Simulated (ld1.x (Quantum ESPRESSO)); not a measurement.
# Which change was made? (B, TM)

- Element: B (Z = 5)
- Generator: ld1.x (Quantum ESPRESSO) 7.5
- Type: norm-conserving Troullier–Martins (Kleinman–Bylander form)
- Functional: LDA (PZ)
- Relativity: non-relativistic
- Frozen core: [He]
- Valence charge: 3
- Reference configuration: 2s1.5 2p0 (charge +1.5)
- Partial waves: 2s (bound): rc 1.40 bohr; 2p (bound, empty): rc 2.65 bohr
- Local potential: all-electron potential smoothed inside 2.05 bohr (lloc = -1)
- Core correction: a·sin(br)/r model core, default radius (core density twice the valence density)

Cutoffs, loose and tight: the cutoffs (Ry, on a coarse ladder) from which the occupation-weighted sum of valence levels, in a spherical-Bessel basis at the reference potential, stays within 10 and 1 mRy of its value at 400 Ry. They do not see the model core or the augmentation charge, which bear on the density cutoff. Test errors are all-electron minus pseudo excitation energies from the reference, over the configurations 2s2 2p1; 2s2 2p0; 2s1 2p0; 2s2 2p0.5; 2s0 2p3; 2s1 2p2; 2s2 2p1.3 (two spin-polarised tests are not counted in the largest error); variants that change the core or the reference have their own tests.

The base gives: outcome: generated; cutoff, loose: 21 Ry; cutoff, tight: 55 Ry; bound ghosts: none; largest test error (meV): +235.

After one change the result is: outcome: generated; cutoff, loose: 15 Ry; cutoff, tight: 35 Ry; bound ghosts: none; largest test error (meV): +280. Which change was it?
A. reference 2s2 2p0
B. all radii but the core radius scaled by about 1.38 (s 1.94, p 3.66 bohr); local potential all-electron potential smoothed inside 2.84 bohr (lloc = -1)
C. local potential all-electron potential smoothed inside 2.90 bohr (lloc = -1)
D. wave 2s (bound): rc 1.40 bohr becomes 2s (bound): rc 1.86 bohr
E. wave 2p (bound): rc 2.65 bohr becomes 2p (bound): rc 2.88 bohr

D. The others give: local potential all-electron potential smoothed inside 2.90 bohr (lloc = -1) → outcome: generated; cutoff, loose: 18 Ry; cutoff, tight: 55 Ry; bound ghosts: s; largest test error (meV): +361 | reference 2s2 2p0 → outcome: generated; cutoff, loose: 21 Ry; cutoff, tight: 55 Ry; bound ghosts: none; largest test error (meV): +122 | wave 2p (bound): rc 2.65 bohr becomes 2p (bound): rc 2.88 bohr → outcome: generated; cutoff, loose: 21 Ry; cutoff, tight: 55 Ry; bound ghosts: none; largest test error (meV): +347 | all radii but the core radius scaled by about 1.38 (s 1.94, p 3.66 bohr); local potential all-electron potential smoothed inside 2.84 bohr (lloc = -1) → outcome: generated; cutoff, loose: 15 Ry; cutoff, tight: 30 Ry; bound ghosts: s; largest test error (meV): +808.
